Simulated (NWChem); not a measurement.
System: CH$_{3}$Si cation, singlet

Here is an NWChem input.

```
start job
memory heap 200 mb stack 900 mb global 1100 mb
charge 1
geometry units angstroms noautoz
  C      0.000000     0.000000     1.073288
  Si     0.000000     0.000000    -0.750074
  H     -0.514171    -0.906762     1.482196
  H     -0.528193     0.898666     1.482196
  H      1.042364     0.008095     1.482196
end
basis spherical
  * library def2-tzvp
end
dft
  xc xpbe96 cpbe96
  iterations 150
  mulliken
end
task dft energy
```

Low-valent species are run as closed-shell singlets; no triplet was tried in these runs. Geometry: optimised at PBE-D3(BJ)/def2-SVP.

**Question.** Predict the main results of this run. (PBE/def2-TZVP.) Quantities: energy (Ha); highest occupied level (eV); orbital gap (eV).

**Answer.** The energy (Ha) is -328.87 and the highest occupied level (eV) is -13.20. The orbital gap (eV) is 3.03.
